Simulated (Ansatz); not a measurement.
`OCB1C=C1` + H–F → `FB1C=C1` + CH₃OH at 500 K and 1 bar (ligand exchange at a B–C bond).

Gas-phase electronic energies from Ansatz, PBE0-D4/def2-TZVP geometries. CCSD(T)/CBS is the MP2 limit (def2-TZVPP, def2-QZVPP) plus CCSD(T) − MP2 in def2-TZVPP, frozen cores. This one scheme is used for every species. Each species was taken in one conformer, which may not be the lowest.

| species | CCSD(T)/CBS energy (Eh) | H − E (kJ/mol) | S (J/(mol·K)) |
| --- | --- | --- | --- |
| `OCB1C=C1` | -217.06592 | 239.6 | 374.1 |
| H–F | -100.39570 | 39.4 | 188.7 |
| `FB1C=C1` | -201.88306 | 122.8 | 296.4 |
| CH₃OH | -115.61712 | 157.0 | 265.4 |

H − E and S are ideal-gas, rigid-rotor, harmonic terms from PBE0-D4/def2-TZVP, for one conformer and one mirror image of each species. 1 Eh = 2625.50 kJ/mol, R = 8.31446 J/(mol·K).

Task: By hand: ΔE, ΔH, ΔS and ΔG.

Result: ΔE = (-201.88306) + (-115.61712) − (-217.06592) − (-100.39570) = -0.03856 Eh = -101.2 kJ/mol. Δ(H − E) = 122.8 + 157.0 − 239.6 − 39.4 = 0.8, so ΔH = -100.4 kJ/mol. ΔS = 296.4 + 265.4 − 374.1 − 188.7 = -1.0 J/(mol·K). ΔG = -100.4 − 500 × (-1.0)/1000 = -99.9 kJ/mol.

Task: By hand: the equilibrium constant, and the temperature at which ΔG would vanish if ΔH and ΔS stayed fixed.

Result: log₁₀ K = −ΔG/(RT ln 10) = 10.4. ΔG = 0 at ΔH/ΔS = 100400 K, far beyond where these terms or the molecules hold.

The number of gas molecules stays the same, so ΔS is small and ΔH decides. A doubt of 5 kJ/mol in ΔE shifts log₁₀ K by 0.5 here. Other conformers and mirror images would add mixing entropy, several J/(mol·K) or more a flexible species. These are equilibria of isolated gas molecules and say nothing of rates. Largest T1 diagnostic: 0.012 (customary marks: 0.02 for closed shells, 0.045 for open ones).
